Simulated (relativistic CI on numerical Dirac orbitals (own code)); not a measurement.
## Ni+: resonant inelastic scattering at the L2,3 edge

Computed with this model: Dirac-Coulomb-Breit CI, KLI orbitals optimised for each configuration, model QED (radiative potential, 1s self-energy scaled to tabulated hydrogen-like ionisation energies), Kramers-Heisenberg scattering through one core-hole configuration in a parametric crystal field, unscaled Slater integrals; configurations [Ar] 3d9 → [He] 2s2 2p5 3s2 3p6 3d10; 80 K; core-hole width 0.4 eV; summed over polarisations. Incident energies are the highest absorption maxima for each field (at most a few, so the weaker spin-orbit partner edge can be absent), on the computed scale of the free ion. Intensities are in per cent of the strongest line above 0.02 eV; levels within 1 cm⁻¹ are merged; final levels count from the ground level, the first row holds all elastic scattering, lines under 0.4 are left out and each table stops after 24 rows. The scale of the Slater integrals is a model choice and moves the terms in proportion.

Field parameters in Wybourne normalisation: Oh B⁴₀ = 21Dq, B⁴₄ = √(5/14) B⁴₀. The field is a parameter set, without covalency.

S is read from ⟨S²⟩ = S(S + 1).

Oh, 10Dq = 2400 cm⁻¹:

```json
{"Final level (eV)": "0.000", "Degeneracy": "4", "Irrep": "Γ8", "S": "0.50", "852.6 eV": "169.6"}
{"Final level (eV)": "0.247", "Degeneracy": "2", "Irrep": "Γ7", "S": "0.50", "852.6 eV": "100.0"}
{"Final level (eV)": "0.377", "Degeneracy": "4", "Irrep": "Γ8", "S": "0.50", "852.6 eV": "64.1"}
```

Oh, 10Dq = 5350 cm⁻¹:

| Final level (eV) | Degeneracy | Irrep | S | 852.8 eV | 870 eV |
| --- | --- | --- | --- | --- | --- |
| 0.000 | 4 | Γ8 | 0.50 | 152.9 | 28.2 |
| 0.602 | 2 | Γ7 | 0.50 | 100.0 | 0.0 |
| 0.721 | 4 | Γ8 | 0.50 | 80.8 | 71.3 |

For the first field the strongest loss at the lowest incident energy is the level at 0.25 eV (S = 0.50, against 0.50 in the thermal ground state).
